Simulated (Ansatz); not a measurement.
This geometry of C2H8BN (12 atoms, charge 0, multiplicity 1) is a first-order saddle point.

Theory: RKS B3LYP/def2-SVP in Ansatz 0.2.0.

```xyz
12
Properties=species:S:1:pos:R:3
B -1.567 1.208 0.781
N -0.513 0.690 0.039
C 0.179 -0.587 0.239
C 1.289 -0.797 -0.785
H -2.022 2.284 0.475
H -2.005 0.573 1.713
H -0.151 1.229 -0.742
H -0.546 -1.416 0.175
H 0.603 -0.623 1.257
H 2.049 0.000 -0.719
H 1.797 -1.759 -0.620
H 0.887 -0.802 -1.813
```

Question: Which two structures does it join? (They come from a converged band through this point; their orientation in space is the band's.)

Answer: No bond is made or broken. The dihedral B1–N2–C3–C4 goes from 117 to -116°. The two ends are copies of one structure, up to a mirror image or an exchange of like atoms.

Image 0:

```xyz
12
Properties=species:S:1:pos:R:3
B -1.723 1.023 0.313
N -0.348 0.822 0.297
C 0.377 -0.427 0.483
C 1.179 -0.847 -0.749
H -2.153 2.137 0.129
H -2.457 0.082 0.511
H 0.261 1.618 0.125
H -0.359 -1.204 0.740
H 1.058 -0.338 1.350
H 1.924 -0.081 -1.023
H 1.723 -1.786 -0.559
H 0.517 -0.999 -1.617
```

Image 6:

```xyz
12
Properties=species:S:1:pos:R:3
B -0.966 1.548 0.882
N -0.786 0.517 -0.033
C -0.058 -0.730 0.155
C 1.156 -0.862 -0.765
H -1.594 2.524 0.547
H -0.495 1.444 1.990
H -1.181 0.616 -0.966
H -0.738 -1.587 -0.009
H 0.257 -0.775 1.209
H 1.879 -0.052 -0.582
H 1.665 -1.825 -0.602
H 0.861 -0.817 -1.827
```

Question: How far does it lie above each of them?

Answer: 2.0 kcal/mol above the first and 2.0 kcal/mol above the second. This is the barrier of this one path; another mechanism may lie lower.

The run took 57 s on 2 threads of Arm Neoverse V2 (shared host), peak memory 0.18 GiB.
